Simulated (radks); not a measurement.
The numbers below are computed, except where a source is named.
Task: All-electron atom: the titanium ion Ti15+ in [He] 2s2 2p2 4f1 (not the ground configuration). Level of theory: scalar-relativistic Kohn-Sham, r2SCAN, spin-polarised, spherical densities, finite nucleus; open shells are filled with parallel spins first; meta-GGA in the generalised Kohn-Sham scheme; Fermi nuclear charge, rms radius 3.5921 fm (a radial shooting solver on a logarithmic mesh with Libxc functionals). Some entries of the table are withheld. Estimate them.

orbital,occ.,eigenvalue (hartree),<1/r> (bohr^-1)
1s up,1,-207.1082,(1)
1s down,1,-206.6440,(2)
2s up,1,(3),4.994
2s down,1,(4),4.925
2p up,2,-39.17763,4.884
2p down,0,-38.14472,4.835
4f up,1,-7.65902,1.005

Result: 
(1) 1s up <1/r> (bohr^-1): 21.86
(2) 1s down <1/r> (bohr^-1): 21.90
(3) 2s up eigenvalue (hartree): -41.70560
(4) 2s down eigenvalue (hartree): -40.88174
